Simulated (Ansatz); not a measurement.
`O[SiH](O)[SiH2]Cl` + `O[SiH](F)F` → `O[SiH](O)O[SiH](F)F` + `[SiH3]Cl`  (cleavage of the Si–Si bond)

Gas-phase electronic energies from Ansatz, PBE0-D4/def2-TZVP geometries. CCSD(T)/CBS is the MP2 limit (def2-TZVPP, def2-QZVPP) plus CCSD(T) − MP2 in def2-TZVPP, frozen cores. This one scheme is used for every species. DFT in def2-TZVPP. B3LYP here is the variant with VWN-RPA as its local correlation; programs differ in this. Each species was taken in one conformer, which may not be the lowest.

| level | ΔE (kJ/mol) | difference from CCSD(T)/CBS |
| --- | --- | --- |
| r2SCAN-D4 | -144.9 | 4.8 |
| PBE0-D4 | -131.9 | 17.8 |
| B3LYP-D4 | -146.7 | 3.0 |
| ωB97X-V | -145.2 | 4.5 |
| ωB97M-V | -151.0 | -1.3 |
| PBE | -120.1 | 29.6 |
| r2SCAN | -144.7 | 5.0 |
| PBE0 | -132.1 | 17.6 |
| B3LYP | -147.3 | 2.4 |
| HF/def2-TZVPP | -178.6 | -28.9 |
| MP2/def2-TZVPP | -155.9 | -6.2 |
| SCS-MP2/def2-TZVPP | -159.7 | -10.0 |
| HF/def2-QZVPP | -181.7 | -32.0 |
| MP2/def2-QZVPP | -155.8 | -6.1 |
| SCS-MP2/def2-QZVPP | -159.5 | -9.8 |
| CCSD/CBS(def2) | -154.0 | -4.3 |
| CCSD(T)/CBS | -149.7 | 0 |

Largest T1 diagnostic among the species: 0.012.

From PBE to PBE0 (25 % exact exchange), in def2-TZVPP and without D4, ΔE moves by −12.0 kJ/mol. In def2-TZVPP, CCSD(T) changes the Hartree–Fock value by +26.8 kJ/mol (the triples alone add +4.3 kJ/mol) and MP2 by +22.6 kJ/mol.

CCSD(T)/CBS has its own doubt, a few kJ/mol and more with outer-core shells, so smaller differences from it don't rank the levels.
